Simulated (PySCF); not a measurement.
## Shapes and spin states of Sn₃Se⁺

These are results of B3LYP/[Se def2-SVP, Sn def2-SVP with ECP28], scalar-relativistic core potentials, density fitting, no spin–orbit coupling, PySCF, not measurements.

Relaxations began from a few typed shapes and spin states; open shells are unrestricted. The search is not exhaustive: other isomers or separated fragments can lie lower, and high-lying points may rest on an excited occupation.

Question: Order these stationary points by electronic energy, lowest first, in kJ/mol from the lowest minimum.
A. quartet C3v: Se–Sn 2.734 Å (×3), Sn–Sn 3.253 Å (×3); Se–Sn–Sn 53.5° (×6), Sn–Se–Sn 73.0° (×3), Sn–Sn–Sn 60.0° (×3)
B. doublet C2v: Se–Sn 2.739 Å (×2), Se–Sn 2.768 Å, Sn–Sn 3.116 Å (×2); Se–Sn–Sn 55.1° (×2), Se–Sn–Sn 56.0° (×2), Sn–Se–Sn 68.9° (×2), Sn–Se–Sn 137.8°, Sn–Sn–Sn 110.2°

Answer: A (0.0), B (35.7).

Question: Which of them are minima?

Answer: By energy in kJ/mol, 0.0: minimum; 35.7: minimum.

For the lowest minimum: with an element this heavy the missing spin–orbit coupling can shift these numbers.
